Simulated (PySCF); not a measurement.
SiFCl2Br, SMILES [Si](Cl)(Cl)(Br)F. Atoms are numbered in the order given.

```xyz
5

F     -0.6733    -1.8785     0.0000
Si    -0.4662    -0.2859     0.0000
Cl    -1.3447     0.4697    -1.6610
Cl    -1.3447     0.4697     1.6610
Br     1.6659     0.1411     0.0000
```

Geometry optimised at ωB97X-D3(BJ)/def2-SVP.

Two levels are set side by side: PBE/pcSseg-1 (PySCF) and KT2/pcSseg-1 (PySCF). GIAO shifts against CFCl3 (¹⁹F), HCl (³⁵Cl), TMS (²⁹Si) at the same level; non-relativistic, no solvent, atoms listed together averaged. Without spin–orbit terms, shifts of atoms bonded to Cl or Br come out too high at both levels. Differences are taken from unrounded values.

```csv
quantity,KT2
δ(¹⁹F) of F1 (ppm),-97.5
δ(²⁹Si) of Si2 (ppm),4.4
"δ(³⁵Cl) of Cl3, Cl4 (ppm)",194.4
```

Problem. What does PBE give, and how far is it from KT2? (Estimate from the structure and the level; the computed values follow.)

Solution. 
| quantity | PBE | PBE minus KT2 |
|---|---|---|
| δ(¹⁹F) of F1 (ppm) | -92.2 | 5.3 |
| δ(²⁹Si) of Si2 (ppm) | 4.1 | -0.3 |
| δ(³⁵Cl) of Cl3, Cl4 (ppm) | 195.1 | 0.7 |

Rough cost on one machine, each run with all the roots and properties that it gave: KT2 against PBE within a factor of 2.
